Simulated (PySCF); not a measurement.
Precursor series Zn CH3-Br. All species are isolated molecules in the gas phase. One relaxed conformer stands for each flexible species; it need not be the lowest.

The HOMO–LUMO gap from two functionals at the same geometries (PBE-D3(BJ)/def2-SVP), both in PySCF: PBE-D3(BJ)/def2-TZVP and B3LYP-D3(BJ)/def2-TZVP. B3LYP has the VWN-RPA correlation part, as in Gaussian. 

| species | PBE-D3(BJ)/def2-TZVP (eV) |
|---|---|
| 0 of 2 CH3 replaced by Br | 5.50 |
| 1 of 2 CH3 replaced by Br ([Zn(CH3)(Br)]) | 5.45 |
| 2 of 2 CH3 replaced by Br ([Zn(Br)2]) | 4.57 |

### Question
What does B3LYP-D3(BJ)/def2-TZVP give for each?

### Answer

- 0 of 2 CH3 replaced by Br: 6.85
- 1 of 2 CH3 replaced by Br ([Zn(CH3)(Br)]): 6.94
- 2 of 2 CH3 replaced by Br ([Zn(Br)2]): 6.12
Over these rows, drawn at random from the members with no instability flagged (it was tested for open shells, ions and some series alone), PBE minus B3LYP-D3(BJ): mean -1.47 eV, from -1.56 eV to -1.35 eV.
